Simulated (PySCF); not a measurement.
How methods differ on the ionisation energy of Sm²⁴⁺

Sm²⁴⁺ [Kr] 4d2 [4d3/2^2, M_J = 2] → Sm²⁵⁺ [Kr] 4d1 [4d3/2^1, M_J = 3/2], as a difference of total energies. All numbers are calculated (PySCF 2.14, the two-component X2C-1e Hamiltonian, in an uncontracted even-tempered set (17 s from 1.8 bohr⁻², ratio 2.8; 14 p from 2.3 bohr⁻², ratio 2.8; 9 d from 2.3 bohr⁻², ratio 2.8; 3 f from 8.7 bohr⁻², ratio 3)). Correlated levels: [Ar] 3d10 frozen; the 92 highest virtual spinors dropped. "Screened" scales the spin-orbit matrix elements by Boettger's factors to mimic the two-electron term; Breit and QED terms are absent.

```csv
method,ionisation energy (eV)
GHF (spin-free),779.07
GMP2 (spin-free),779.32
GHF (screened spin-orbit),782.06
GMP2 (screened spin-orbit),782.32
```

Question: How much does correlation contribute at GMP2 (screened spin-orbit)?

Answer: 782.32 − (782.06) = 0.26 eV, measured against GHF (screened spin-orbit).

Breit and QED terms and the two-electron picture change are absent.

The spin-free rows relax to the high-spin LS determinant and lack the spin-orbit shift.

The labels give the starting determinants; with spin-orbit coupling the two ends relaxed to ⟨J²⟩ = 6.08, ⟨L²⟩ = 10.56, ⟨S²⟩ = 1.61 and ⟨J²⟩ = 3.75, ⟨L²⟩ = 6.04, ⟨S²⟩ = 0.79.

For comparison: 782 ± 4 eV (theoretical estimate listed by NIST; NIST Atomic Spectra Database, ionization energies).
